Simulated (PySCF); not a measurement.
SMILES [CH2][Si]C (C2H5Si), doublet (B3LYP/def2-SVP optimised geometry):

```
8

C     -1.073     0.478     0.000
Si    -0.132    -0.958     0.000
C      1.769    -0.958     0.000
H     -2.167     0.477     0.000
H     -0.595     1.467    -0.001
H      2.111     0.091    -0.002
H      2.167    -1.464     0.893
H      2.167    -1.467    -0.891
```

Method: PySCF 2.14.0 with unrestricted B3LYP/def2-TZVP.

Q: What are the frontier orbital energies (α orbitals alone; a β orbital can be the lowest empty one) and the dipole moment?

A: HOMO-2 -9.42 eV, HOMO-1 -6.30 eV, HOMO -6.02 eV, LUMO -1.03 eV, LUMO+1 0.65 eV; dipole moment 1.67 D.

On the same geometry unrestricted PBE/def2-TZVP in PySCF gives HOMO-2 -8.27 eV, HOMO-1 -5.39 eV, HOMO -5.30 eV, LUMO -1.72 eV, LUMO+1 0.12 eV; dipole moment 1.62 D.

Meta-Löwdin charges at B3LYP/def2-TZVP: C1 -0.62, Si2 0.49, C3 -0.55, H4 0.14, H5 0.13, H6 0.14, H7 0.13, H8 0.13.
